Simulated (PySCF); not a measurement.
**Working out the ionisation energy of Kr⁺**

Kr⁺ [Ar] 3d10 4s2 4p5 (2P) → Kr²⁺ [Ar] 3d10 4s2 4p4 (3P). All numbers are calculated (PySCF 2.14, scalar relativity by spin-free X2C-1e, in x2c-QZVPPall with one added diffuse shell each of s, p, d, f type (12s9p6d5f1g, 113 functions)). Frozen: [Ne]. Energies in hartree (1 hartree = 27.21139 eV):

```json
{"part": "UHF", "Kr⁺ (lower)": "-2787.793842", "Kr²⁺ (upper)": "-2786.940242"}
{"part": "MP2 opposite-spin", "Kr⁺ (lower)": "-0.610478", "Kr²⁺ (upper)": "-0.580788"}
{"part": "MP2 same-spin", "Kr⁺ (lower)": "-0.307804", "Kr²⁺ (upper)": "-0.297783"}
```

What does Hartree-Fock give?

(-2786.940242) − (-2787.793842) = 0.853600 hartree = 23.228 eV.

What do MP2 and SCS-MP2 (6/5 opposite-spin, 1/3 same-spin) give?

The opposite-spin parts differ by 0.808 eV and the same-spin parts by 0.273 eV. MP2: 23.228 + (0.808) + (0.273) = 24.309 eV. SCS-MP2: 23.228 + 1.2 × (0.808) + (0.273)/3 = 24.289 eV.

A first-order spin-orbit estimate adds -0.023 eV to MP2 (valence and next inner shell), giving 24.286 eV against 24.360 eV (measured; NIST Atomic Spectra Database, ionization energies).

What remains against the reference includes basis incompleteness, the frozen core and correlation beyond second order.
